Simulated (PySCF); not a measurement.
**Where the electron goes**

Compound: Zr(NCS)F3, CF3NSZr (singlet state).
Geometry (PBE0-D3(BJ)/def2-SVP, Å), atoms numbered from 1 in this order:
```
atom  x, y, z in Å
Zr1    0.1016   -0.0072   -1.1669
N2    -0.1274    0.0086    0.8610
C3    -0.2093    0.0147    2.0652
S4    -0.3137    0.0225    3.6295
F5     1.9504   -0.0056   -1.5744
F6    -0.7063    1.5316   -1.9210
F7    -0.6954   -1.5647   -1.8933
```

Theory: TDDFT wB97X-D/def2-SVPD, vertical, gas phase, core orbitals frozen in the response, def2 core potentials past Kr in PySCF. Spin–orbit coupling is left out.

Frontier orbitals with the atoms that hold most of them (Löwdin shares over 4%, at most four atoms):

```tsv
orbital	ε (eV)	atoms
LUMO+2	0.75	Zr1 71%, S4 7%, F5 5%, F7 5%
LUMO+1	-0.68	Zr1 47%, S4 15%, C3 14%, N2 13%
LUMO	-0.69	Zr1 47%, S4 15%, C3 14%, N2 13%
HOMO	-9.86	S4 55%, N2 22%, C3 19%
HOMO-1	-9.86	S4 55%, N2 22%, C3 19%
HOMO-2	-14.02	N2 38%, C3 36%, S4 16%, F5 6%
HOMO-3	-14.02	N2 38%, C3 36%, S4 16%, F6 4%
```

Within 0.005 eV of a neighbour in this list lie HOMO-3/HOMO-2, HOMO-1/HOMO and LUMO/LUMO+1.

Q: The HOMO–LUMO gap is 9.18 eV. Where does the response calculation put the lowest singlet, and from which orbitals?

A: S1 is at 4.39 eV (f = 0.0000), 4.78 eV below the gap, made of HOMO-1/HOMO→LUMO/LUMO+1 (≥90%). 

For S1 the Löwdin share of zirconium is at most 4% in HOMO and 47% in LUMO.

Next come S2 at 4.56 eV (f 0.0001), HOMO-1/HOMO→LUMO/LUMO+1 (≥88%); S3 at 4.56 eV (f 0.0001), HOMO-1/HOMO→LUMO/LUMO+1 (≥88%); S4 at 6.27 eV (f 1.087), HOMO-1/HOMO→LUMO/LUMO+1 (≥92%); S5 at 6.78 eV (f 0.0000), HOMO-1/HOMO→LUMO+2 (≥85%).

Orbitals of the list HOMO-3 to LUMO+2 that lie within 0.01 eV of each other are written together with a slash and their weights summed (≥ marks a lower bound); for degenerate orbitals outside that list single weights are arbitrary.

Löwdin shares depend on the basis, the more so with diffuse functions.

Time: 73 s. Hardware: one thread, x86-64 server, on a shared host.
